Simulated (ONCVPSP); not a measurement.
Scattering properties, ONCV potential for Pm (Z = 61)

ONCVPSP 4.0.1 input, shortened (lines: element, Z, core and valence counts, functional; n l f; lmax; l rc ep ncon nbas qcut; lloc lpopt rc5 dvloc0; l nproj debl; icmod fcfact rcfact), LDA (Perdew-Wang 92), scalar-relativistic:

```
  Pm 61.00    9    3  -001012      upf
    1    0    2.00
    2    0    2.00
    2    1    6.00
    3    0    2.00
    3    1    6.00
    3    2   10.00
    4    0    2.00
    4    1    6.00
    4    2   10.00
    4    3    5.00
    5    0    2.00
    5    1    6.00
    3
    0    2.45    0.00    3    8    6.20
    1    2.25    0.00    4    8    4.90
    2    1.95    0.22    3    7    4.30
    3    1.05    0.00    4    8   19.00
    4    4    1.00    4.00
    0    3    2.10
    1    1    3.90
    2    2    0.25
    3    2    2.30
    0    0.00    0.00
```

In the s channel the program set the typed energies aside and used -2.031, 0.050, 2.150 Ha. In the d channel the program set the typed energies aside and used 0.050, 0.300 Ha.

The phase is arctan(r·R′/R) of the radial function R(r), unwrapped; energies in Ha, scanned from -4 to 5 Ha. A pole is an energy at which the radial function vanishes at the test radius. The pseudo phase is shifted by a multiple of π to meet the all-electron one at the reference energy, and phase errors are pseudo minus all-electron; the curves can meet again beyond the range given. Levels narrower than the energy grid can be missing from the lists of poles.

```tsv
channel	radius (bohr)	reference energy (Ha)	poles, all-electron	poles, pseudo	unbroken range about the reference energy with phases within 0.05 rad	phase error 1 Ha above the reference energy (rad)
s	2.49	-2.03	-1.89, 2.27	-1.89, 2.27	the whole range	-0.000
p	2.29	-1.32	-0.83, 4.27	-0.85, 0.87	below -0.3	-0.048
d	1.98	0.05	1.48	1.48	below 3.3	-0.000
f	1.06	-0.57	1.44	1.44	the whole range	+0.000
```

Note: no bound ghost flagged; GHOST(+) flagged for s at 74.5 eV.

Phases in the f channel:

```csv
E (Ha),all-electron,pseudo
-3.98,0.966,0.966
-3.50,0.872,0.872
-3.02,0.734,0.734
-2.54,0.519,0.519
-2.06,0.181,0.181
-1.58,-0.282,-0.282
-1.10,-0.730,-0.730
-0.62,-1.044,-1.044
-0.14,-1.245,-1.245
0.34,-1.380,-1.380
0.82,-1.476,-1.476
1.30,-1.551,-1.551
1.78,-1.614,-1.614
2.26,-1.670,-1.670
2.74,-1.723,-1.723
3.22,-1.777,-1.777
3.70,-1.835,-1.835
4.18,-1.901,-1.901
4.66,-1.981,-1.980
```
